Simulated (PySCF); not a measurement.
Radial density of Ca (calcium, neutral)

M06-L, [Ar] 3d2, high-spin 3F determinant (an excited configuration). Calculation: PySCF 2.14, in aug-cc-pwCVTZ-X2C (9s8p6d3f, 84 functions); scalar relativity by spin-free X2C-1e.

| r (bohr) | 4πr²ρ (e/bohr) | 4πr²(ρα − ρβ) |
| --- | --- | --- |
| 0.00107 | 0.09442 | 0.0000 |
| 0.00180 | 0.2476 | 0.0000 |
| 0.00303 | 0.6387 | 0.0000 |
| 0.00509 | 1.599 | 0.0000 |
| 0.00857 | 3.799 | -0.0001 |
| 0.0144 | 8.260 | -0.0002 |
| 0.0242 | 15.44 | -0.0004 |
| 0.0408 | 22.41 | -0.0007 |
| 0.0686 | 22.23 | -0.0014 |
| 0.115 | 17.05 | -0.0029 |
| 0.194 | 21.96 | -0.0023 |
| 0.326 | 21.69 | 0.0276 |
| 0.549 | 7.349 | 0.1287 |
| 0.923 | 7.670 | 0.3102 |
| 1.55 | 4.646 | 0.4053 |
| 2.61 | 0.7144 | 0.3351 |
| 4.39 | 0.2468 | 0.2451 |
| 7.39 | 0.1166 | 0.1166 |
| 12.4 | 0.005975 | 0.0060 |

Densities and radii are taken from the X2C orbitals without a picture-change correction, which distorts them close to the nucleus.

(1) Where is the radial spin density 4πr²(ρα − ρβ) most negative, and why is it negative at all?

Answers

(1) Around r = 0.115 bohr, down to -0.0029 e/bohr: exchange with the open shell polarises the paired shells in an unrestricted calculation.
